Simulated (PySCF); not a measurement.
SMILES [Ti]([F])([F])([F])[F] at its B3LYP/def2-SVP optimised geometry (Å):

```
5

Ti    -0.5793    -0.8180     0.0000
F     -1.1657    -1.6363     1.4130
F      1.1559    -0.8180     0.0000
F     -1.1559     0.8180     0.0000
F     -1.1565    -1.6327    -1.4182
```

Calculation: B3LYP/def2-TZVP run with PySCF. Cells within 0.4 Å of a nucleus heavier than hydrogen are left out (blank, or x).

Map of the electrostatic potential (hartree/e), clipped to [-0.08, 0.12] on the plane z = 0.0 Å:

```
|111110000001111111111111111|
|111000000000111111111111111|
|111000000000011111111111111|
|110000000000011111111111111|
|110000000000001111111111111|
|100000000000001111111111111|
|100000001110011111111111111|
|110000149973111121111111111|
|110001599999322222111111111|
|11100299xx99844332111111111|
|11111499xxx9986542211000111|
|11222499xx99999753210000001|
|222335999999999974310000000|
|223458999999999999941000000|
|233579999999999999995000000|
|2345899999xx99999xx99200000|
|2346999999xxx999xxx99200000|
|2345899999xx99999xx99200000|
|234579999999999999995100000|
|223468999999999999951000000|
|223346999999999985310000000|
|222334699999999963210000001|
|122223457999999753211100111|
|112222345678876543211111111|
|111122233445554432211111111|
|111112222333443332211111111|
|111111122223333222211111111|
```
Scale: ten equal steps from -0.019 (start of '0') to 0.120 (end of '9'), in the order '0123456789'; x runs from -3.50 to 3.50, y from -3.50 (bottom) to 3.50 (top).
